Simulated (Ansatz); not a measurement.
Reaction (hydrogenolysis of the In–C bond): `[SiH3]B[CH2][InH2]` + H₂ → `[InH3]` + `CB[SiH3]`

Isolated molecules relaxed with PBE0-D4/def2-TZVP in Ansatz; ΔE leaves out vibrations. CBS: MP2 limit from def2 TZ/QZ plus the TZ coupled-cluster correction, frozen cores. This one scheme is used for every species. Functionals use def2-TZVPP. HSE06 is defined as in plane-wave codes. def2 core potentials past Kr. For In outer-core shells are correlated without core-valence functions, which leaves a few kJ/mol of doubt a bond. Each species was taken in one conformer, which may not be the lowest.

`[SiH3]B[CH2][InH2]`:

Z-matrix (Å, degrees):
```
Si
In 1 3.072
B 1 2.021 2 55.8
H 1 1.541 2 48.1 3 176.4
H 1 1.488 2 119.1 3 -103.8
H 1 1.485 2 126.4 3 102.9
C 2 2.331 1 65.7 3 31.4
H 2 1.712 1 112.4 3 129.9
H 2 1.711 1 99.9 3 -91.7
H 3 1.199 1 120.2 2 109.9
H 7 1.090 2 110.0 1 -157.3
H 7 1.090 2 95.7 1 86.2
```

H₂:

Z-matrix (Å, degrees):
```
H
H 1 0.746
```

`[InH3]`:

```xyz
4

In    0.000    0.000    0.000
H    -1.651    0.481    0.123
H     0.660   -0.431   -1.533
H     0.991   -0.050    1.410
```

`CB[SiH3]`:

Z-matrix (Å, degrees):
```
C
B 1 1.550
H 1 1.092 2 114.9
H 1 1.106 2 102.7 3 113.8
H 1 1.091 2 116.1 3 -131.0
Si 2 2.018 1 124.4 3 151.8
H 2 1.201 1 118.6 3 -30.5
H 6 1.494 2 107.9 1 -112.4
H 6 1.491 2 111.7 1 130.1
H 6 1.491 2 114.0 1 7.1
```

Task: Is it downhill or uphill in electronic energy at CCSD(T)/CBS, and by how much? (Best estimate.)

Result: Computed: Uphill: ΔE = +41.8 kJ/mol.

Task: What do these levels give: r2SCAN-D4, B97M-V, HSE06-D4, PBE-QIDH, r2SCANh, CAM-B3LYP, LC-ωPBE, RPA@PBE/def2-TZVPP, MP2/def2-SVP, HF/def2-TZVPP, MP2/def2-TZVPP, MP2/CBS(def2)? (Best estimate.)

Result: The calculation gave: r2SCAN-D4 30.9, B97M-V 12.1, HSE06-D4 25.8, PBE-QIDH 26.4, r2SCANh 25.3, CAM-B3LYP -4.0, LC-ωPBE 5.4, RPA@PBE/def2-TZVPP 30.2, MP2/def2-SVP 19.9, HF/def2-TZVPP -46.1, MP2/def2-TZVPP 46.8, MP2/CBS(def2) 57.4 kJ/mol.

Largest T1 diagnostic among the species: 0.014.

Leaving LDA and LC-ωPBE aside and taking each functional with its dispersion term where it has one, the values, not all of them listed here, spread over 30.4 kJ/mol, from CAM-B3LYP-D4 to PBE-D4. LDA lies +19.2 kJ/mol from PBE without D4. The D4 term adds +16.3 kJ/mol with B3LYP and +8.7 kJ/mol with PBE0; it sums over pairs of atoms, weighted by their polarisabilities, and B3LYP, whose exchange is more repulsive, gets the larger term.

B3LYP here is the variant with VWN-RPA as its local correlation; programs differ in this.
